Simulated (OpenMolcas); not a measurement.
Ti3+: moving the ligands

Ti3+ with 6 ligands (fluoride) in octahedral coordination (Oh) at 1.98 Å. A charge of +0.5 e stands 2.8 Å behind each ligand. Ligand basis ANO-RCC-VDZP.

| Property | Result |
| --- | --- |
| Program | OpenMolcas |
| Method | CASSCF |
| Basis | ANO-RCC-VTZP [6s5p3d2f1g] |
| Scalar Hamiltonian | DKH2, point nucleus |
| Active space | 1 electron in 5 orbitals (3d) |
| State averaging | 2S+1 = 2 even, 5 roots |
| Spin-orbit coupling | state interaction with AMFI integrals over the reference wave functions |

Runs around this geometry, states (labels of O, the rotations of Oh). Energies in cm-1 above the lowest state or level, χT in cm3 K/mol; under a threefold ground state the first gap can be a small split of the lowest multiplet, not the spin-orbit step; 10Dq is the gap between the two states.

```csv
R (Å),Ground state,First state of that spin,10Dq,First gap with spin-orbit (degeneracies),χT at 300 K
1.9,2T2,2E 19008,19008,"218.1 (4, 2)",0.444
1.98,2T2,2E 15357,15357,"218.1 (4, 2)",0.447
2.05,2T2,2E 12781,12781,"218.4 (4, 2)",0.450
```

Taking |10Dq| as R^-n, n = -ln(12781 / 19008) / ln(2.05 / 1.9) = 5.2 between the shortest and longest distance. The point-charge formula for a cubic d site gives n = 5.

An orbital triplet at a regular site is open to Jahn-Teller coupling, which can distort the site and quench the lowest spin-orbit gaps and is left out. Ligand-to-metal charge-transfer states are missing. With metal d orbitals alone and no dynamic correlation the field as a rule comes out too small, by tens of per cent, by up to half for chloride and softer ligands. No measured value stands beside these numbers; the geometry is a model, was not optimised and need not be the one that this ion takes.
